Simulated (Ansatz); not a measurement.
A series at Si: from `O[SiH](O)O[SiH](O)F`, ligands are replaced one by one, each step taking up H₂ and setting free H₂O; n counts the steps. Ansatz, PBE0-D4/def2-TZVP geometries. Each molecule was computed in one conformer, which needn't be the lowest.

CBS adds triple-zeta CCSD(T) − MP2 to the MP2 limit, frozen cores; atoms without spin–orbit coupling. 

| n | molecule | atomization energy, CCSD(T)/CBS (kJ/mol) |
| --- | --- | --- |
| 0 | `O[SiH](O)O[SiH](O)F` | ? |
| 1 | `O[SiH](O)O[SiH2]F` | 4427.7 |
| 2 | `O[SiH2]O[SiH2]F` | 3808.6 |
| 3 | `F[SiH2]O[SiH3]` | 3199.4 |

Problem. By hand: fit a straight line y = ȳ + b (n − n̄) to the 3 given rows and predict n = 0.

Solution. n̄ = 2.000, ȳ = 3811.90; Σ(n − n̄)(y − ȳ) = -1228.30, Σ(n − n̄)² = 2.000, so b = -614.15 kJ/mol a step. Prediction: 3811.90 + (-614.15) × (-2.000) = 5040.2 kJ/mol.

Problem. By hand: compare with the computed value, 5050.7 kJ/mol, and give the steps along the whole series.

Solution. The line misses by 10.5 kJ/mol (computed minus predicted). Steps: -623.0, -619.1, -609.2 kJ/mol.

The steps differ by up to 13.8 kJ/mol, small against a whole step but well beyond the method's doubt, so the ligands' effects don't simply add. The miss is 0.6 % of the series' range. The energies themselves are unsure by some kJ/mol a bond, though much of that is common to the series.
